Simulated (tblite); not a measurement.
Compound: C8H12F2.
InChI=1S/C8H12F2/c1-7(2,3)6-4-8(9,10)5-6/h4H,5H2,1-3H3

All values are computed: GFN2-xTB (tblite) harmonic vibrations without scaling, gas phase. Against measured fundamentals such values can be off by several per cent, at times by over 20.

Harmonic wavenumbers (cm⁻¹): 27.3, 72.1, 156.9, 174.0, 201.8, 236.4, 252.7, 283.1, 307.4, 321.8, 352.3, 432.6, 435.6, 461.5, 529.0, 541.6, 594.6, 741.0, 785.1, 870.4, 896.6, 962.6, 965.1, 965.3, 984.1, 1012.2, 1032.9, 1036.4, 1048.4, 1071.9, 1114.8, 1168.1, 1201.6, 1226.6, 1240.2, 1277.0, 1310.4, 1399.3, 1402.5, 1422.7, 1427.5, 1484.4, 1491.4, 1493.7, 1499.5, 1500.5, 1511.3, 1692.7, 3010.0, 3013.6, 3035.5, 3036.5, 3037.1, 3040.4, 3043.1, 3043.7, 3046.4, 3047.4, 3048.9, 3162.1.

A = 2616, B = 740.9, C = 731.7 MHz; mass 146.091 u (most abundant isotopes); point group Cs, symmetry number 1.

Problem. Zero-point energy?

Solution. Half the sum of the wavenumbers: 39591 cm⁻¹ = 113.20 kcal/mol.

Problem. Entropy at 200 K, 1 bar (ideal gas, RRHO, classical rotation)?

Solution. Translation 38.89, rotation 28.62, vibration 20.57: S = 88.1 cal/(mol K).

Problem. And Cp and H(200 K) − H(0)?

Solution. Cp = 31.67 cal/(mol K), of which vibrations give 23.72 (their classical limit is 60 R = 119.2); H(200 K) − H(0) = 3.86 kcal/mol without the zero-point energy, 2.27 from vibrations.

Problem. Blend soft modes into free rotors: weight 1/[1 + (100 cm⁻¹/ν̃)⁴] for the oscillator and the rest for a rotor with moment μB/(μ + B), μ = h/(8π²ν), B = 10⁻⁴⁴ kg m². What vibrational entropy results?

Solution. 18.81 cal/(mol K) in place of 20.57, which changes −T·S at 200 K by +0.35 kcal/mol.

Problem. Which modes carry the vibrational entropy at 200 K?

Solution. 27.3 cm⁻¹: 5.22; 72.1 cm⁻¹: 3.31; 156.9 cm⁻¹: 1.85; 174.0 cm⁻¹: 1.67; 201.8 cm⁻¹: 1.41; 236.4 cm⁻¹: 1.16 cal/(mol K); the other 54 give 5.95 together.

Hindered rotation and anharmonicity are outside this model.

Conformer computed: `[CH3:1][C:2]([CH3:3])([CH3:4])[C:5]1=[CH:6][C:7]([F:8])([F:9])[CH2:10]1`: C1–C2–C5–C6 -119°.
